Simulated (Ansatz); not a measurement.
The same path of CH₆FMgN (10 atoms, charge 0, multiplicity 1) was run twice with different band settings.

All numbers below come from UKS PBE-D4/def2-SVP (Ansatz 0.2.0).

Relaxed end points:

```xyz
10
Properties=species:S:1:pos:R:3
Mg -0.820 0.104 0.250
N 0.547 1.510 -0.779
C -0.056 -1.804 0.720
H -0.074 2.331 -0.866
F -2.156 1.323 0.252
H 0.858 1.269 -1.731
H 1.390 1.824 -0.278
H 0.882 -1.744 1.316
H 0.193 -2.391 -0.192
H -0.766 -2.424 1.309
```

```xyz
10
Properties=species:S:1:pos:R:3
Mg -0.818 0.072 0.181
N 0.568 1.544 -0.726
C -0.062 -1.822 0.710
H -0.098 2.323 -0.850
F -2.179 1.257 0.061
H 0.964 1.336 -1.654
H 1.349 1.902 -0.158
H 1.012 -1.783 0.999
H -0.132 -2.551 -0.129
H -0.605 -2.279 1.565
```

Common settings: movable images 5; climbing image yes; optimiser quadratic models (default); start path through a guess of the saddle point; force threshold 0.05 eV/Å; iteration limit 60; end points relaxed.

| run | spring |
| --- | --- |
| 1 | 5.0 eV/Å² |
| 2 | 0.1 eV/Å² |

Q: What does each run give, and how far can it be trusted?

A: Run 1: converged after 19 iterations, highest image 0.001 eV above the first end. The top lies less than 8 meV above the higher end, about what the thresholds resolve: that end is a shoulder or a very shallow well. A vibrational analysis at the climbing image gives one clearly imaginary mode, 56i cm⁻¹: a first-order saddle point.
Run 2: converged after 19 iterations, highest image 0.002 eV above the first end. The top lies less than 8 meV above the higher end, about what the thresholds resolve: that end is a shoulder or a very shallow well. Another band between the same ends (5 images) ends at a top of the same energy, where a vibrational analysis finds 1 clearly imaginary mode.
